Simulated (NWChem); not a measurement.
System: C$_{3}$H$_{7}$NS; SMILES CN1CSC1

Input file for NWChem:

```
start job
memory heap 200 mb stack 900 mb global 1100 mb
geometry units angstroms noautoz
  C     -0.167842    -2.117366     0.000000
  N      0.360072    -0.784074     0.000000
  C      0.019979     0.091570    -1.103108
  S     -0.024169     1.558036     0.000000
  C      0.019979     0.091570     1.103108
  H      0.191560    -2.663190    -0.886376
  H      0.191560    -2.663190     0.886376
  H     -1.280983    -2.155348     0.000000
  H      0.776029     0.147903    -1.904858
  H     -0.974219    -0.110124    -1.555311
  H     -0.974219    -0.110124     1.555311
  H      0.776029     0.147903     1.904858
end
basis spherical
  * library 6-31g*
end
dft
  xc xpbe96 cpbe96
  iterations 150
  mulliken
end
task dft energy
```

NWChem printed, in part:

```
             Northwest Computational Chemistry Package (NWChem) 7.3.0
             --------------------------------------------------------

 CS  symmetry detected

                             Geometry "geometry" -> ""
                             -------------------------

 Output coordinates in angstroms (scale by  1.889725989 to convert to a.u.)

  No.       Tag          Charge          X              Y              Z
 ---- ---------------- ---------- -------------- -------------- --------------
    1 C                    6.0000    -0.15219425     2.12759031     0.00000000
    2 N                    7.0000     0.36495024     0.79008430     0.00000000
    3 C                    6.0000     0.01780666    -0.08278854    -1.10310800
    4 S                   16.0000    -0.03816623    -1.54885082     0.00000000
    5 C                    6.0000     0.01780666    -0.08278854     1.10310800
    6 H                    1.0000     0.21159786     2.67049816    -0.88637600
    7 H                    1.0000     0.21159786     2.67049816     0.88637600
    8 H                    1.0000    -1.26499275     2.17454801     0.00000000
    9 H                    1.0000     0.77337778    -0.14521688    -1.90485800
   10 H                    1.0000    -0.97473245     0.12691661    -1.55531100
   11 H                    1.0000    -0.97473245     0.12691661     1.55531100
   12 H                    1.0000     0.77337778    -0.14521688     1.90485800

 Effective nuclear repulsion energy (a.u.)     235.4149323023

      Symmetry information
      --------------------

 Group name             Cs
 Group number              2
 Group order               2
 No. of unique centers     8

  pbe96 is a nonlocal functional; adding pw91lda local functional.

                                 NWChem DFT Module
                                 -----------------

 Summary of "ao basis" -> "ao basis" (spherical)
 ------------------------------------------------------------------------------
       Tag                 Description            Shells   Functions and Types
 ---------------- ------------------------------  ------  ---------------------
 C                           6-31g*                  6       14   3s2p1d
 N                           6-31g*                  6       14   3s2p1d
 S                           6-31g*                  8       18   4s3p1d
 H                           6-31g*                  2        2   2s

      Symmetry analysis of basis
      --------------------------

        a'         55
        a"         33

            General Information
            -------------------
          SCF calculation type: DFT
          Wavefunction type:  closed shell.
          No. of atoms     :    12
          No. of electrons :    48
           Alpha electrons :    24
            Beta electrons :    24
          Charge           :     0
          Spin multiplicity:     1
          Use of symmetry is: on ; symmetry adaption is: on
          Maximum number of iterations: 150
          AO basis - number of functions:    88
                     number of shells:    46
          Convergence on energy requested:  1.00D-06
          Convergence on density requested:  1.00D-05
          Convergence on gradient requested:  5.00D-04

              XC Information
              --------------
          PerdewBurkeErnzerhof Exchange Functional  1.000
            Perdew 1991 LDA Correlation Functional  1.000 local
           PerdewBurkeErnz. Correlation Functional  1.000 non-local

             Grid Information
             ----------------
          Grid used for XC integration:  medium
          Radial quadrature: Mura-Knowles
          Angular quadrature: Lebedev.
          Tag              B.-S. Rad. Rad. Pts. Rad. Cut. Ang. Pts.
          ---              ---------- --------- --------- ---------
          C                   0.70       49          10.0       434
          N                   0.65       49           8.0       434
          S                   1.00       88          11.0       590
          H                   0.35       45          11.0       434
          Grid pruning is: on
          Number of quadrature shells:   415
          Spatial weights used:  Erf1

      Superposition of Atomic Density Guess
      -------------------------------------

 Sum of atomic energies:        -568.21780942

      Non-variational initial energy
      ------------------------------

 Total energy =    -571.264151
 1-e energy   =   -1246.337638
 2-e energy   =     439.658555
 HOMO         =      -0.224878
 LUMO         =       0.029344

      Symmetry analysis of molecular orbitals - initial
      -------------------------------------------------

  Numbering of irreducible representations:

     1 a'          2 a"

  Orbital symmetries:

     1 a'          2 a'          3 a'          4 a'          5 a"
     6 a'          7 a'          8 a"          9 a'         10 a'
    11 a'         12 a"         13 a'         14 a'         15 a'
    16 a'         17 a"         18 a'         19 a"         20 a"
    21 a"         22 a'         23 a'         24 a'         25 a"
    26 a'         27 a'         28 a'         29 a'         30 a"
    31 a'         32 a"         33 a'         34 a"

     ---------------------------------------------
      Total Density - Mulliken Population Analysis
     ---------------------------------------------

    Atom       Charge   Shell Charges
 -----------   ------   -------------------------------------------------------
    1 C    6     6.44   2.00  0.71  1.95  0.64  1.10  0.05
    2 N    7     7.53   2.00  0.80  2.46  0.80  1.43  0.04
    3 C    6     6.14   2.00  0.69  1.75  0.65  1.00  0.05
    4 S   16    16.14   2.00  2.00  5.98  1.34  3.02  0.51  1.24  0.04
    5 C    6     6.14   2.00  0.69  1.75  0.65  1.00  0.05
    6 H    1     0.78   0.47  0.31
    7 H    1     0.78   0.47  0.31
    8 H    1     0.82   0.47  0.34
    9 H    1     0.80   0.48  0.32
   10 H    1     0.82   0.48  0.34
   11 H    1     0.82   0.48  0.34
   12 H    1     0.80   0.48  0.32

   convergence    iter        energy       DeltaE   RMS-Dens  Diis-err
 ---------------- ----- ----------------- --------- --------- ---------
 d= 0,ls=0.0,diis     1   -570.9355452828 -8.06D+02  1.32D-02  6.21D-01
 d= 0,ls=0.0,diis     2   -570.8912347534  4.43D-02  1.00D-02  8.58D-01
 d= 0,ls=0.0,diis     3   -570.9903303613 -9.91D-02  3.35D-03  9.86D-02
 d= 0,ls=0.0,diis     4   -571.0032516303 -1.29D-02  9.39D-04  6.01D-03
 d= 0,ls=0.0,diis     5   -571.0039953846 -7.44D-04  2.36D-04  5.55D-04
  Resetting Diis
 d= 0,ls=0.0,diis     6   -571.0040466136 -5.12D-05  8.51D-05  5.46D-05
 d= 0,ls=0.0,diis     7   -571.0040533844 -6.77D-06  3.02D-05  1.53D-06
 d= 0,ls=0.0,diis     8   -571.0040531599  2.25D-07  1.77D-05  3.35D-06
 d= 0,ls=0.0,diis     9   -571.0040535889 -4.29D-07  2.49D-06  7.95D-08

         Total DFT energy =     -571.004053588893
      One electron energy =    -1250.149510243125
           Coulomb energy =      494.851389666207
    Exchange-Corr. energy =      -51.120865314255
 Nuclear repulsion energy =      235.414932302280

 Numeric. integr. density =       48.000032186982

                  Occupations of the irreducible representations
                  ----------------------------------------------

                     irrep           alpha         beta
                     --------     --------     --------
                     a'               17.0         17.0
                     a"                7.0          7.0

                       DFT Final Molecular Orbital Analysis
                       ------------------------------------

 Vector   22  Occ=2.000000D+00  E=-2.802744D-01  Symmetry=a'
              MO Center= -2.4D-02, -7.6D-01, -3.8D-15, r^2= 3.3D+00
   Bfn.  Coefficient  Atom+Function         Bfn.  Coefficient  Atom+Function
  ----- ------------  ---------------      ----- ------------  ---------------
    50      0.514507   4 S  py               52     -0.244996   4 S  s
    32     -0.239822   3 C  py               64     -0.239822   5 C  py
    18      0.230022   2 N  py                4     -0.207389   1 C  py
    46     -0.198439   4 S  py               54      0.182386   4 S  py
    48     -0.165414   4 S  s                36     -0.128500   3 C  py

 Vector   23  Occ=2.000000D+00  E=-1.941873D-01  Symmetry=a'
              MO Center=  7.7D-02, -6.7D-01,  1.6D-15, r^2= 3.0D+00
   Bfn.  Coefficient  Atom+Function         Bfn.  Coefficient  Atom+Function
  ----- ------------  ---------------      ----- ------------  ---------------
    49      0.577742   4 S  px               53      0.358385   4 S  px
    17     -0.328843   2 N  px               21     -0.271305   2 N  px
    45     -0.220185   4 S  px               20     -0.159986   2 N  s
    80     -0.146461   8 H  s                79     -0.094774   8 H  s
     3      0.090503   1 C  px               16     -0.081379   2 N  s

 Vector   24  Occ=2.000000D+00  E=-1.738497D-01  Symmetry=a'
              MO Center=  1.2D-01,  8.4D-02,  2.3D-15, r^2= 3.3D+00
   Bfn.  Coefficient  Atom+Function         Bfn.  Coefficient  Atom+Function
  ----- ------------  ---------------      ----- ------------  ---------------
    17      0.425530   2 N  px               49      0.368096   4 S  px
    21      0.334300   2 N  px               84      0.245940  10 H  s
    86      0.245940  11 H  s                53      0.223898   4 S  px
    80      0.184097   8 H  s                82     -0.182036   9 H  s
    88     -0.182036  12 H  s                45     -0.139167   4 S  px

[...]
```

Level: PBE/6-31G* (spherical d). Geometry: optimised at PBE0/def2-SVP. No frequency run checked for a minimum.
